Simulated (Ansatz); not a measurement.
CH5GeO, SMILES `[CH2][GeH2][OH]` radical, 8 atoms. The species carries charge 0 and has multiplicity 2. Correlated methods include outer-core shells of Ge, which these sets cover unevenly. Scalar relativity is left out up to krypton. All runs use 4 threads of an Arm Neoverse V1 on a shared host. Correlated methods freeze the cores. Open-shell runs search over several starts.

**Question.** How many basis functions does each run have, and how long does it take in Ansatz? UHF-CCSD(T)/def2-TZVPP energy; UKS PBE0-D4/def2-TZVP frequencies; UHF-CCSD(T)/def2-SVP energy; UKS B2PLYP (frozen core)/def2-TZVPP energy; UKS PBE0-D4/def2-TZVP relaxation (46 steps); UKS PBE0-D4/def2-QZVPP energy; UKS ωB97X-V/def2-TZVPP energy; direct RPA on PBE orbitals/def2-TZVPP energy; UKS PBE-D4/def2-TZVPP energy and forces; UHF-MP2/def2-QZVPP energy; UKS ωB97M-V/def2-QZVPP energy; UKS ωB97M-V/def2-SVP energy. (An estimate is asked.)

**Answer.** The calculation gave: Other jobs shared the machine, so times are rough.

| level | job | functions | wall time | peak host memory (GiB) |
| --- | --- | --- | --- | --- |
| UKS PBE-D4/def2-TZVPP | energy and forces | 180 | 2.1 s | 0.23 |
| direct RPA on PBE orbitals/def2-TZVPP | energy | 180 | 4.1 s | 0.49 |
| UKS B2PLYP (frozen core)/def2-TZVPP | energy | 180 | 4.3 s | 0.49 |
| UKS ωB97M-V/def2-SVP | energy | 85 | 5.5 s | 0.38 |
| UHF-CCSD(T)/def2-SVP | energy | 85 | 8 s | 0.56 |
| UKS ωB97X-V/def2-TZVPP | energy | 180 | 8 s | 0.64 |
| UKS PBE0-D4/def2-QZVPP | energy | 353 | 8.5 s | 1.2 |
| UHF-MP2/def2-QZVPP | energy | 353 | 16 s | 1.5 |
| UKS ωB97M-V/def2-QZVPP | energy | 353 | 19 s | 1.6 |
| UKS PBE0-D4/def2-TZVP | frequencies | 140 | 69 s | 0.4 |
| UKS PBE0-D4/def2-TZVP | relaxation (46 steps) | 140 | 110 s | 0.4 |
| UHF-CCSD(T)/def2-TZVPP | energy | 180 | 2.8 min | 4.7 |
